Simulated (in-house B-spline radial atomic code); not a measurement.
Sn⁴⁺. Computed with a B-spline radial atomic code. Model: all-electron spherical atom, spin shells full or empty, radial basis limit, no spin-orbit coupling, Breit or QED, empty-state partial waves extrapolated as (l+1/2)^-4, RPA, G0W0 and static COHSEX of the highest shell as one setting changes (uncorrelated shells keep exact exchange).

Given: element Sn; charge 4; filled core Kr; hamiltonian one-electron scalar X2C; mean-field start PBE0; highest l of empty states 9; nuclear rms radius 4.6519 fm; highest mean-field shell 4d.

Shell: 4d 5 5 (electrons up and down).

```csv
lowest nl shells left uncorrelated,RPA correlation energy (hartree),G0W0 level (eV),G0W0 minus most complete (meV),COHSEX level (eV),linearised minus solved G0W0 (meV)
0,-3.5755,-77.255,0,-80.94,-15.4
1,-3.4013,-77.255,0.2,-80.94,-15.4
2,?,?,?,?,?
3,-2.6575,-77.242,13.3,-80.947,-15.3
4,-2.4779,-77.234,21.5,-80.929,-15.3
5,-1.951,-77.206,49.7,-80.877,-15.2
6,?,?,?,?,?
7,-0.96899,-77.144,111,-80.61,-15.1
8,-0.53667,-77.743,-487.5,-81.083,-18
```

(1) What follows for lowest nl shells left uncorrelated = 6?

(2) What follows for lowest nl shells left uncorrelated = 2?

Answers

(1) RPA correlation energy -1.1276 hartree; G0W0 level -77.109 eV; G0W0 minus most complete 146.8 meV; COHSEX level -80.643 eV; linearised minus solved G0W0 -14.7 meV.

(2) RPA correlation energy -3.2084 hartree; G0W0 level -77.251 eV; G0W0 minus most complete 4.1 meV; COHSEX level -80.936 eV; linearised minus solved G0W0 -15.4 meV.
